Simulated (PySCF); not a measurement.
## A survey of 29Si NMR shifts

- geometry from GFN2-xTB
- NMR shieldings at PBE0/pcSseg-1/GIAO
- program: PySCF 2.14
- no relativistic terms, in vacuum, equivalent nuclei averaged, one conformer

Shieldings were converted by a linear fit to measured shifts: 29Si (scatter 8.9 ppm rms, 25.8 ppm with the 6 outliers that the fit left out vs TMS, solution or neat liquid). A few per cent of atoms miss by over 2 rms, more outside the fitted compound classes.

Question: Give the 29Si shifts of `C=C[SiH2]C[SiH2]NC`, `C[Si@@H]1NC[SiH2]N1C=O`, `F[SiH2][SiH2]C1=CCCC1`, `C=NC(=C)O[SiH2]N[SiH3]`, `CC#C[SiH2]C(=O)OC(C)C`, `C[SiH2]C(N[SiH3])[SiH2]C`, `CC(C)[Si](N)([SiH3])[SiH3]`, `CN(C)[SiH2][Si@H](C)[SiH3]`, `C[C@]1(/C=C\F)CN[SiH2]N1`.

Answer: 
```json
{"compound": "[CH2:1]=[CH:2][SiH2:3][CH2:4][SiH2:5][NH:6][CH3:7]", "environment": "Si5: silicon bonded to C, N, 2 H", "δ (ppm)": "-32.6"}
{"compound": "[CH2:1]=[CH:2][SiH2:3][CH2:4][SiH2:5][NH:6][CH3:7]", "environment": "Si3: silicon bonded to 2 C, 2 H", "δ (ppm)": "-42.9"}
{"compound": "[CH3:1][Si@@H:2]1[NH:3][CH2:4][SiH2:5][N:6]1[CH:7]=[O:8]", "environment": "Si2: silicon bonded to C, 2 N, H, in a 5-membered ring", "δ (ppm)": "-17.9"}
{"compound": "[CH3:1][Si@@H:2]1[NH:3][CH2:4][SiH2:5][N:6]1[CH:7]=[O:8]", "environment": "Si5: silicon bonded to C, N, 2 H, in a 5-membered ring", "δ (ppm)": "-35.6"}
{"compound": "[F:1][SiH2:2][SiH2:3][C:4]1=[CH:5][CH2:6][CH2:7][CH2:8]1", "environment": "Si2: silicon bonded to F, Si, 2 H", "δ (ppm)": "1.2"}
{"compound": "[F:1][SiH2:2][SiH2:3][C:4]1=[CH:5][CH2:6][CH2:7][CH2:8]1", "environment": "Si3: silicon bonded to C, Si, 2 H", "δ (ppm)": "-76.8"}
{"compound": "[CH2:1]=[N:2][C:3](=[CH2:4])[O:5][SiH2:6][NH:7][SiH3:8]", "environment": "Si6: silicon bonded to N, O, 2 H", "δ (ppm)": "-30.9"}
{"compound": "[CH2:1]=[N:2][C:3](=[CH2:4])[O:5][SiH2:6][NH:7][SiH3:8]", "environment": "Si8: silicon bonded to N, 3 H", "δ (ppm)": "-58.3"}
{"compound": "CC#C[SiH2]C(=O)OC(C)C", "environment": "silicon bonded to 2 C, 2 H", "δ (ppm)": "-74.8"}
{"compound": "[CH3:1][SiH2:2][CH:3]([NH:4][SiH3:5])[SiH2:6][CH3:7]", "environment": "Si2/6: silicon bonded to 2 C, 2 H (×2)", "δ (ppm)": "-42.2"}
{"compound": "[CH3:1][SiH2:2][CH:3]([NH:4][SiH3:5])[SiH2:6][CH3:7]", "environment": "Si5: silicon bonded to N, 3 H", "δ (ppm)": "-54.1"}
{"compound": "[CH3:1][CH:2]([CH3:3])[Si:4]([NH2:5])([SiH3:6])[SiH3:7]", "environment": "Si4: silicon bonded to C, N, 2 Si", "δ (ppm)": "-14.3"}
{"compound": "[CH3:1][CH:2]([CH3:3])[Si:4]([NH2:5])([SiH3:6])[SiH3:7]", "environment": "Si6/7: silicon bonded to Si, 3 H (×2)", "δ (ppm)": "-106.3"}
{"compound": "[CH3:1][N:2]([CH3:3])[SiH2:4][Si@H:5]([CH3:6])[SiH3:7]", "environment": "Si4: silicon bonded to N, Si, 2 H", "δ (ppm)": "-38.7"}
{"compound": "[CH3:1][N:2]([CH3:3])[SiH2:4][Si@H:5]([CH3:6])[SiH3:7]", "environment": "Si5: silicon bonded to C, 2 Si, H", "δ (ppm)": "-82.6"}
{"compound": "[CH3:1][N:2]([CH3:3])[SiH2:4][Si@H:5]([CH3:6])[SiH3:7]", "environment": "Si7: silicon bonded to Si, 3 H", "δ (ppm)": "-103.3"}
{"compound": "C[C@]1(/C=C\\F)CN[SiH2]N1", "environment": "silicon bonded to 2 N, 2 H, in a 5-membered ring", "δ (ppm)": "-29.1"}
```
